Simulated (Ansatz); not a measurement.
`[OH][SbH2]` + `C=N` → `C=[N][SbH2]` + H₂O  (ligand exchange at the Sb–O bond)

Gas-phase electronic energies from Ansatz, PBE0-D4/def2-TZVP geometries. CCSD(T)/CBS adds triple-zeta CCSD(T) − MP2 to the extrapolated MP2 energy (def2 sets, frozen cores). This one scheme is used for every species. DFT in def2-TZVPP. Elements past krypton have def2 core potentials. For Sb outer-core shells are correlated without core-valence functions, which leaves a few kJ/mol of doubt a bond.

| level | ΔE (kJ/mol) | difference from CCSD(T)/CBS |
| --- | --- | --- |
| BLYP-D4 | 11.8 | 1.4 |
| r2SCAN0-D4 | 12.0 | 1.6 |
| ωB97X-V | 17.2 | 6.8 |
| B2PLYP | 14.3 | 3.9 |
| BLYP | 19.6 | 9.2 |
| r2SCAN | 14.5 | 4.1 |
| r2SCANh | 13.9 | 3.5 |
| CAM-B3LYP | 19.9 | 9.5 |
| RPA@PBE/def2-TZVPP | 13.5 | 3.1 |
| MP2/def2-SVP | 9.0 | -1.4 |
| CCSD(T)/CBS | 10.4 | 0 |

Largest T1 diagnostic among the species: 0.015.

The D4 term adds −6.2 kJ/mol with B3LYP and −3.3 kJ/mol with PBE0; it sums over pairs of atoms, weighted by their polarisabilities, and B3LYP, whose exchange is more repulsive, gets the larger term. Leaving LDA and LC-ωPBE aside and taking each functional with its dispersion term where it has one, the values, not all of them listed here, spread over 10.9 kJ/mol, from revPBE-D4 to B97M-V. LDA lies −7.2 kJ/mol from PBE without D4. In def2-TZVPP, CCSD(T) changes the Hartree–Fock value by −13.7 kJ/mol (the triples alone add −2.5 kJ/mol) and MP2 by −19.2 kJ/mol.

B3LYP here is the variant with VWN-RPA as its local correlation; programs differ in this.
